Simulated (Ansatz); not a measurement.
Species: sum formula AlNO$_{2}$H$_{4}$, net charge 0, singlet state. 
Structure (B3LYP-D3(BJ)/def2-TZVP (Ansatz, a program for electronic structure) minimum search):
```xyz
8

N     -1.7044    -0.3305     0.1265
Al     0.0216     0.0045    -0.0016
O      1.0682    -1.3204    -0.1589
O      0.6797     1.5706     0.0246
H     -2.0946    -1.2592     0.1110
H     -2.4330     0.3568     0.2238
H      2.0179    -1.2242    -0.2340
H      0.1765     2.3799     0.1092
```
Charge 0, spin multiplicity 1.

Dipole moments at this geometry, in debye (magnitudes).

| level | program | dipole (D) |
|---|---|---|
| PBE/def2-TZVPD | Ansatz | 1.55 |
| BLYP/def2-TZVPD | Ansatz | 1.56 |
| r2SCAN/def2-TZVPD | Ansatz | 1.59 |
| B97M-V/def2-TZVPD | Ansatz | ___ |
| B3LYP/def2-TZVPD | Ansatz | 1.61 |
| BHLYP/def2-TZVPD | Ansatz | 1.67 |
| r2SCANh/def2-TZVPD | Ansatz | 1.61 |
| r2SCAN0/def2-TZVPD | Ansatz | 1.63 |
| HSE06/def2-TZVPD | Ansatz | 1.61 |
| CCSD(T)/aug-cc-pV(D+d)Z | Ansatz | ___ |

What belongs in the gaps?


- B97M-V/def2-TZVPD, dipole (D): 1.55
- CCSD(T)/aug-cc-pV(D+d)Z, dipole (D): 1.60
